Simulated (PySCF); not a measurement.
# Dipole moment and polarisability of `C[SiH2]/C=C\[SiH3]`

Compound: C3H10Si2.
Cartesian coordinates in Å at the GFN2-xTB level; atoms count from 1:
```xyz
15
C3H10Si2 angstrom
C     -2.0174    0.7320    0.7361
Si    -0.9130    0.8116   -0.8089
C     -0.0722   -0.8538   -1.0808
C      1.0607   -1.2844   -0.5279
Si     2.1549   -0.3513    0.6868
H     -2.5720    1.6569    0.8643
H     -2.7393   -0.0774    0.6718
H     -1.4267    0.5735    1.6336
H     -1.7473    1.0862   -1.9902
H      0.0823    1.8806   -0.6573
H     -0.5845   -1.5216   -1.7701
H      1.4106   -2.2784   -0.7973
H      3.0872   -1.3135    1.2850
H      1.3558    0.2628    1.7503
H      2.9166    0.6848   -0.0171
```

Level: CAM-B3LYP/def2-SVPD (PySCF), static field, nuclei fixed, core orbitals frozen in the response. The polarisability tensor in these axes (au):

```
x   104.11  -9.77   8.25
y    -9.77  83.84   0.46
z     8.25   0.46  84.41
```

Question: What are the eigenvalues, a third of the trace, and Δα (Δα² = ½Σ(αi − αj)² over the three pairs)?

Answer: Principal values 77.48, 84.63 and 110.25 au; mean 90.78 au = 13.45 Å³ = 14.97 × 10⁻⁴⁰ C²·m²/J; Δα = 29.84 au (33 % of the mean).

Question: What is the dipole moment, and where does it point?

Answer: (-0.46, -0.47, 0.07) D, 0.66 D in size, pointing from the negative to the positive side. Measured along this direction, the outermost atoms are H15 at the negative end and H7 at the positive end.

Question: Sum over states: ᾱ = Σ f/ω², ω in Eh. What share falls to these 8 lowest TDDFT singlets (eV, f)? 5.74, 0.0061; 6.41, 0.3374; 7.29, 0.0124; 7.53, 0.0012; 7.80, 0.0038; 7.81, 0.0035; 7.88, 0.0174; 7.94, 0.0484.

Answer: They add up to 7.27 au, 8.0 % of the 90.78 au; the largest single term is 6.08 au, from the state at 6.41 eV. Terms in order: 0.14, 6.08, 0.17, 0.02, 0.05, 0.04, 0.21, 0.57 au. Higher excitations give the rest. The strengths listed sum to 0.430.

Question: What are the principal values of the traceless quadrupole moment, Θ = ½Σq(3rr − r²1), about the centre of nuclear charge?

Answer: -2.72, -0.12, 2.84 D·Å. The values depend on the origin, since the dipole doesn't vanish. The electronic extent ⟨r²⟩ about the same centre is 957 bohr², a root-mean-square distance of 2.19 Å for the 56 electrons.

Question: How large is μ²/3kT at 298 K beside α?

Answer: In Gaussian units μ²/3kT = 3.55 Å³ against 13.45 Å³, a ratio of 0.26; the Debye molar polarisation (4π/3)N_A(α + μ²/3kT) is 42.9 cm³/mol, leaving out the vibrational part.

Geometry: GFN2-xTB, one conformer, isolated molecule.
